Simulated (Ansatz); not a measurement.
[VBr4]- (VBr4⁻). The state is a triplet with charge -1. Geometry r2SCAN-D4/def2-SVPD, basis def2-TZVPD, Ansatz.

| run | HOMO (eV) | LUMO (eV) |
| --- | --- | --- |
| A | -4.81 | 2.00 |
| B | -1.71 | 0.14 |
| C | -1.01 | 0.15 |
| D | -3.31 | 0.98 |

HOMO and LUMO are taken over both spins.

**Question.** The runs used CAM-B3LYP, PBE, PBE0, r2SCAN. Estimate which is which.

**Answer.** A CAM-B3LYP (range-separated); B r2SCAN (0 % exact exchange); C PBE (0 % exact exchange); D PBE0 (25 % exact exchange). Exact exchange lowers occupied and raises empty levels; among semilocal functionals meta-GGAs tend to open the gap a little, and such runs are hard to tell apart. The gap grows from 1.16 eV (PBE) to 6.81 eV (CAM-B3LYP).
